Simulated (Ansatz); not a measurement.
Basis-set extrapolation for bis(tert-butylamino)silane (BTBAS), C8H22N2Si (PBE0-D4/def2-TZVP geometry, frozen core, Ansatz 0.2.0). Multiplicity 1, RHF reference.

```
                      def2-TZVPP   def2-QZVPP
                 HF  -713.814159  -713.843721
    MP2 correlation    -1.967842    -2.094039
CCSD(T) correlation    -2.161612      not run
```

Energies in hartree. Use E(X) = E(∞) + A·exp(−7.88·√X) for Hartree–Fock and E(X) = E(∞) + B·X^(−2.97) for correlation, with X = 3 and 4, and add CCSD(T) minus MP2 of the smaller set to the MP2 limit.

Question: What is the CCSD(T) energy at the basis-set limit?

Answer: HF limit: -713.843721 + (-0.029562) × 0.13774 = -713.84779. MP2 limit: -2.094039 + (-0.126197) × 0.74074 = -2.18752. Higher-order term: -2.161612 − (-1.967842) = -0.19377. Total: -716.22908 hartree, 6.89 eV below CCSD(T)/def2-TZVPP.
